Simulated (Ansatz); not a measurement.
`[CH3][Ge][NH2]`. Total charge 0; spin multiplicity 1. All single points use the PBE0-D4/def2-TZVP geometry. It is one conformer, not always the lowest.

```xyz
8

C    -0.014   -1.177    0.413
Ge   -0.301   -0.177   -1.297
N     0.010    1.469   -0.589
H     0.941   -0.902    0.869
H    -0.028   -2.256    0.254
H    -0.812   -0.925    1.120
H    -0.046    2.308   -1.143
H     0.249    1.659    0.373
```

Question: What is the dipole moment at PBE/def2-TZVPP? (Estimate.)

Answer: Computed: 1.46 D, with components (0.30, 1.08, 0.95) D in this frame, pointing from negative to positive charge.

Question: And with r2SCAN, B3LYP, ωB97M-V? (An estimate is asked.)

Answer: The calculation gave: r2SCAN 1.52 D, B3LYP 1.31 D, ωB97M-V 1.28 D.

Question: Give the Mulliken charges with PBE, B3LYP, ωB97M-V in def2-TZVPP. (An estimate is asked.)

Answer: Ansatz gave: 
```
atom    PBE  B3LYP  ωB97M-V
  C1  -0.43  -0.44    -0.53
 Ge2   0.20   0.26     0.28
  N3  -0.39  -0.40    -0.38
  H4   0.10   0.10     0.12
  H5   0.10   0.10     0.12
  H6   0.10   0.10     0.13
  H7   0.16   0.14     0.12
  H8   0.16   0.15     0.13
```

B3LYP here is the variant with VWN-RPA as its local correlation; programs differ in this.
